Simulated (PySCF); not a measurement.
CH3O2 (SMILES O=C[OH2+]), charge +1, singlet, at a GFN2-xTB geometry; PBE0/6-31G*, optimisation and frequencies (PySCF).

PySCF was given this input:
```python
from pyscf import gto, scf, dft
from pyscf.geomopt import geometric_solver
from pyscf.hessian import thermo

mol = gto.M(
    atom='''
O    -0.996704   -0.486791   -0.020502
C     0.162609    0.529378   -0.007031
O     1.224370    0.115755    0.112384
H    -0.703626   -1.428893   -0.052034
H    -0.301851    1.512574   -0.077054
H    -1.791505   -0.291660   -0.563782
''',
    basis='6-31g*',
    charge=1,
    spin=0,
    verbose=3,
)

def method(m):
    mf = dft.RKS(m)
    mf.xc = 'pbe0'
    return mf

conv, mol_eq = geometric_solver.kernel(method(mol), maxsteps=100, convergence_set='GAU_TIGHT')
print('optimisation converged:', conv)
print(mol_eq.tostring(format='xyz'))
mf = method(mol_eq)
mf.kernel()
hess = mf.Hessian().kernel()
freq = thermo.harmonic_analysis(mf.mol, hess)
thermo.dump_normal_mode(mf.mol, freq)
th = thermo.thermo(mf, freq['freq_au'], 298.15, 101325)
thermo.dump_thermo(mf.mol, th)
```

Output, abridged:

```
Custom engine selected.
Bonds will be generated from interatomic distances less than 1.20 times sum of covalent radii
18 internal coordinates being used (instead of 18 Cartesians)
Internal coordinate system (atoms numbered from 1):
Distance 1-2
Distance 1-4
Distance 1-6
Distance 2-3
Distance 2-5
Angle 2-1-4
Angle 2-1-6
Angle 4-1-6
Angle 1-2-5
Angle 3-2-5
Out-of-Plane 2-1-3-5
Dihedral 4-1-2-3
Dihedral 4-1-2-5
Dihedral 6-1-2-3
Dihedral 6-1-2-5
Translation-X 1-6
Translation-Y 1-6
Translation-Z 1-6
Rotation-A 1-6
Rotation-B 1-6
Rotation-C 1-6
<class 'geometric.internal.Distance'> : 5
<class 'geometric.internal.Angle'> : 5
<class 'geometric.internal.OutOfPlane'> : 1
<class 'geometric.internal.Dihedral'> : 4
<class 'geometric.internal.TranslationX'> : 1
<class 'geometric.internal.TranslationY'> : 1
<class 'geometric.internal.TranslationZ'> : 1
<class 'geometric.internal.RotationA'> : 1
<class 'geometric.internal.RotationB'> : 1
<class 'geometric.internal.RotationC'> : 1
> ===== Optimization Info: ====
> Job type: Energy minimization
> Maximum number of optimization cycles: 100
> Initial / maximum trust radius (Angstrom): 0.100 / 0.300
> Convergence Criteria:
> Will converge when all 5 criteria are reached:
>  |Delta-E| < 1.00e-06
>  RMS-Grad  < 1.00e-05
>  Max-Grad  < 1.50e-05
>  RMS-Disp  < 4.00e-05
>  Max-Disp  < 6.00e-05
> === End Optimization Info ===

Geometry optimization cycle 1
Cartesian coordinates (Angstrom)
 Atom        New coordinates             dX        dY        dZ
   O  -0.996704  -0.486791  -0.020502    0.000000  0.000000  0.000000
   C   0.162609   0.529378  -0.007031   -0.000000  0.000000  0.000000
   O   1.224370   0.115755   0.112384    0.000000 -0.000000 -0.000000
   H  -0.703626  -1.428893  -0.052034    0.000000  0.000000  0.000000
   H  -0.301851   1.512574  -0.077054    0.000000  0.000000  0.000000
   H  -1.791505  -0.291660  -0.563782    0.000000  0.000000  0.000000

WARN: Mole.unit (angstrom) is changed to Bohr

converged SCF energy = -189.803292861684
--------------- RKS_Scanner gradients ---------------
         x                y                z
0 O     0.0029547847     0.0044961286    -0.0016178594
1 C     0.0128157685    -0.0141598464     0.0013848427
2 O    -0.0209058899     0.0093400844    -0.0026535078
3 H     0.0025636590    -0.0005597700     0.0017712663
4 H     0.0008771242    -0.0022118579     0.0006268811
5 H     0.0017562669     0.0031225299     0.0004804849
----------------------------------------------
[...]
Step   94 : Displace = 4.174e-06/6.322e-06 (rms/max) Trust = 4.000e-06 (=) Grad = 1.762e-05/2.327e-05 (rms/max) E (change) = -189.8041133439 (-9.247e-10) Quality = 0.099
converged SCF energy = -189.8041133448
Step   95 : Displace = 4.140e-06/6.280e-06 (rms/max) Trust = 4.000e-06 (=) Grad = 1.745e-05/2.342e-05 (rms/max) E (change) = -189.8041133448 (-8.745e-10) Quality = 0.094
converged SCF energy = -189.80411334572
Step   96 : Displace = 4.292e-06/6.515e-06 (rms/max) Trust = 4.000e-06 (=) Grad = 1.747e-05/2.321e-05 (rms/max) E (change) = -189.8041133457 (-9.197e-10) Quality = 0.095
converged SCF energy = -189.804113346628
Step   97 : Displace = 4.378e-06/6.638e-06 (rms/max) Trust = 4.000e-06 (=) Grad = 1.748e-05/2.318e-05 (rms/max) E (change) = -189.8041133466 (-9.082e-10) Quality = 0.091
converged SCF energy = -189.804113347514
Step   98 : Displace = 4.356e-06/6.617e-06 (rms/max) Trust = 4.000e-06 (=) Grad = 1.740e-05/2.308e-05 (rms/max) E (change) = -189.8041133475 (-8.860e-10) Quality = 0.089
converged SCF energy = -189.804113348226
Step   99 : Displace = 4.348e-06/6.583e-06 (rms/max) Trust = 4.000e-06 (=) Grad = 1.739e-05/2.365e-05 (rms/max) E (change) = -189.8041133482 (-7.119e-10) Quality = 0.071
converged SCF energy = -189.804113349323
Step  100 : Displace = 4.176e-06/6.322e-06 (rms/max) Trust = 4.000e-06 (=) Grad = 1.732e-05/2.308e-05 (rms/max) E (change) = -189.8041133493 (-1.097e-09) Quality = 0.115
converged SCF energy = -189.804113349322
[...]
Normal mode                   x     y     z       x     y     z       x     y     z
       0   O                 0.00  0.04  0.00   -0.05 -0.05 -0.02   -0.00 -0.01  0.00
       1   C                 0.04  0.03  0.01   -0.00  0.02 -0.01   -0.18  0.08 -0.02
       2   O                 0.02 -0.03  0.00    0.01 -0.01  0.00    0.15 -0.07  0.02
       3   H                 0.05  0.07 -0.06    0.57  0.12  0.34   -0.08 -0.04 -0.02
       4   H                -0.84 -0.42 -0.09   -0.08 -0.01  0.01   -0.10  0.25 -0.02
       5   H                -0.03 -0.09 -0.00    0.05  0.66  0.11   -0.01 -0.03 -0.01
Mode                                 9                  10                  11
Irrep
Freq [cm^-1]                     3251.8136           3578.2303           3687.9704
Reduced mass [au]                   1.1412              1.0409              1.0920
Force const [Dyne/A]                7.1100              7.8523              8.7507
Char temp [K]                    4678.6357           5148.2767           5306.1683
Normal mode                   x     y     z       x     y     z       x     y     z
       0   O                -0.00  0.00 -0.00    0.02  0.03  0.02   -0.05  0.05 -0.02
       1   C                 0.06 -0.08  0.01    0.01  0.00  0.00    0.00 -0.00  0.00
       2   O                -0.02  0.01 -0.00   -0.00  0.00 -0.00    0.00  0.00 -0.00
       3   H                 0.01  0.01  0.00    0.22 -0.71 -0.04    0.18 -0.59 -0.05
       4   H                -0.41  0.83 -0.08   -0.00 -0.00 -0.00   -0.00 -0.00 -0.00
       5   H                -0.00 -0.01  0.00   -0.53  0.13 -0.34    0.59 -0.14  0.39
temperature 298.1500 [K]
pressure 101325.00 [Pa]
Rotational constants [GHz] 60.88014 10.03493 8.67332
Symmetry number 1
Zero-point energy (ZPE) 0.04372 [Eh]   114787.742 [J/mol]
                           tot       elec      trans        rot        vib
Entropy [J/mol/K]       263.644      0.000    156.772     90.513     16.359
Cv [J/mol/K]             52.452      0.000     12.472     12.472     27.509
Cp [J/mol/K]             60.766      0.000     20.786     12.472     27.509
Internal energy [J/mol]                      3718.434   3718.434 118080.862
Internal energy [Eh]   -189.75631  -189.80411
Enthalpy [J/mol]                             6197.391   3718.434 118080.862
Enthalpy [Eh]          -189.75536
Gibbs free energy [J/mol]                  -40544.307 -23268.008 113203.562
Gibbs free energy [Eh] -189.78530
```

Convergence was not reached.
